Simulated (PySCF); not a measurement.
## SnCl and its ions

UHF-CCSD(T); basis Sn def2-TZVPPD with ECP28, Cl def2-TZVPPD; scalar-relativistic core potentials; PySCF 2.14. Neutral (UHF): doublet (π ↑), Re = 2.371 Å, ωe = 350 cm⁻¹, De = 3.77 eV.

SnCl⁺ (RHF): singlet (closed shell), Re = 2.262 Å, ωe = 433 cm⁻¹, De = 4.08 eV to Sn⁺ + Cl. The energies at the minima are -673.41192 hartree for SnCl and -673.15655 for SnCl⁺.

Work out the adiabatic ionisation energy, without and with harmonic zero-point energies (1 hartree = 27.2114 eV, 1 eV = 8065.5 cm⁻¹), and the change of the bond length.

At CCSD(T): 0.25537 hartree = 6.949 eV between the minima; the zero-point term (433.0 − 350.0)/2 cm⁻¹ = +0.005 eV makes it 6.954 eV. Re changes by -10.9 pm against the neutral. The electron leaves a π orbital, and the shorter bond of the ion fits an antibonding orbital, or a change in how ionic the bond is.

SnCl⁻ (UHF): triplet (π ↑↑), Re = 2.544 Å, ωe = 245 cm⁻¹, De = 1.75 eV to Sn + Cl⁻. The energies at the minima are -673.41192 hartree for SnCl and -673.46439 for SnCl⁻.

Work out the adiabatic electron affinity, without and with harmonic zero-point energies (1 hartree = 27.2114 eV, 1 eV = 8065.5 cm⁻¹), and the change of the bond length.

At UHF-CCSD(T): 0.05247 hartree = 1.428 eV between the minima; the zero-point term (350.0 − 245.0)/2 cm⁻¹ = +0.007 eV makes it 1.434 eV. Re changes by +17.3 pm against the neutral. The electron enters a π orbital, and the longer bond of the ion fits an antibonding orbital, or a change in how ionic the bond is.

Correlated steps freeze 9 core orbitals. Spin–orbit coupling is left out, which matters for elements this heavy, above all for dissociation energies. For an ion De counts to the pair picked by the measured ionisation energies or electron affinities, which need not be the lowest pair at this level. Where the molecule has an RHF reference, its open-shell atoms are computed with UHF. States were picked by a PBE0 search and need not be the measured ground states.

Neutral and ion stand on different kinds of reference determinant, which adds to the error of the difference.
